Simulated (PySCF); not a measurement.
Constitutional and geometric isomers with formula CH6Si3. All species are isolated molecules in the gas phase. Strings in code marks are SMILES.

All values below come from PySCF with PBE0-D3(BJ)/def2-TZVP. 

```
species                   dipole moment (D)   HOMO (eV)   LUMO (eV)
------------------------  -----------------  ----------  ----------
`C1=[SiH][SiH2][SiH2]1`                1.09  (withheld)  (withheld)
`[SiH2]=C=[SiH][SiH3]`                 0.35       -6.53       -1.82
`C=[Si]1[SiH2][SiH2]1`                 0.56  (withheld)       -2.40
`[SiH]1[SiH](C)[SiH]=1`                0.66       -6.02       -1.66
`C[Si]1=[SiH][SiH2]1`                  1.91       -5.85       -1.34
`[SiH2]=C1[SiH2][SiH2]1`         (withheld)       -6.65       -2.11
```

**Question.** Fill in the missing entries.

**Answer.** 
- `C1=[SiH][SiH2][SiH2]1`, HOMO (eV): -6.90
- `C1=[SiH][SiH2][SiH2]1`, LUMO (eV): -1.73
- `C=[Si]1[SiH2][SiH2]1`, HOMO (eV): -6.72
- `[SiH2]=C1[SiH2][SiH2]1`, dipole moment (D): 1.84
